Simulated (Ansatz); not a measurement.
Ideal-gas functions of C$_{2}$H$_{5}$BSe (`CBC=[Se]`) at 600 K and 1 bar, from an Ansatz frequency run at PBE0-D4/def2-TZVP.

Molar mass 118.83 g/mol, point group C1 (symmetry number 1), electronic degeneracy 1, moments of inertia 36.221, 208.76, 227.035 u Å². Harmonic wavenumbers (cm⁻¹, unscaled): 101, 114, 160, 313, 610, 732, 798, 857, 879, 959, 1029, 1108, 1234, 1309, 1438, 1463, 2578, 3023, 3100, 3144, 3167.

Use S(trans) = R[1.5 ln M + 2.5 ln T − 1.1517]; rotational temperatures θ = 24.2544 K / I; S(rot) = R[ln(√π/σ · √(T³/θAθBθC)) + 1.5]; for each mode x = 1.438777 ν̃/T, S = R[x/(eˣ − 1) − ln(1 − e⁻ˣ)] and H = RT x/(eˣ − 1); 1 cm⁻¹ = 0.0119627 kJ/mol; R = 8.31446 J/(mol·K).

By hand: the entropy, in J/(mol·K).

Translation 183.0. Rotation: θ = 0.6696, 0.1162, 0.1068 K, giving 116.9. Vibration, mode by mode: 20.12, 19.12, 16.33, 10.89, 5.86, 4.63, 4.08, 3.65, 3.50, 3.01, 2.64, 2.27, 1.79, 1.55, 1.21, 1.15, 0.12, 0.05, 0.04, 0.04, 0.04, in all 102.1. Electronic 0.0. Sum 402.0 J/(mol·K).

By hand: H − E and G − E in kJ/mol, counted from the electronic energy.

Zero-point energy ½ × 28116 × 0.0119627 = 168.2; thermal vibration 31.0; translation, rotation and pV give 4 RT = 20.0. H − E = 219.2 kJ/mol, and G − E = 219.2 − 600 × 402.0/1000 = -22.0 kJ/mol.

Vibration gives 25 % of the entropy, 39.2 J/(mol·K) of it from the modes under 150 cm⁻¹: soft modes count most, and the harmonic formula is weakest for them. The sum counts one conformer and one mirror image; others add a mixing term.
